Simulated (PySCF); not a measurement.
dichloro(silyl)silane (Cl₂H₄Si₂), SMILES Cl[SiH](Cl)[SiH3]. Coordinates come from a PBE0-D3(BJ)/def2-SVP optimisation.

Computed equilibrium geometry at PBE0-D3(BJ)/def2-SVP (PySCF confirms it by a frequency run) as bond lengths and angles, and its point group:
point group Cs.
Atoms: Si1 Si2 Cl3 Cl4 H5 H6 H7 H8. Bond lengths (Å): Si1–Si2 2.335, Si1–H5 1.492, Si1–H6 1.494, Si1–H7 1.494, Si2–Cl3 2.068, Si2–Cl4 2.068, Si2–H8 1.487. Bond angles (°): Si2–Si1–H5 107.7, Si2–Si1–H6 109.7, Si2–Si1–H7 109.7, H5–Si1–H6 110.0, H5–Si1–H7 110.0, H6–Si1–H7 109.8, Si1–Si2–Cl3 108.1, Si1–Si2–Cl4 108.1, Si1–Si2–H8 115.8, Cl3–Si2–Cl4 109.4, Cl3–Si2–H8 107.6, Cl4–Si2–H8 107.6.
Charge 0, spin multiplicity 1.
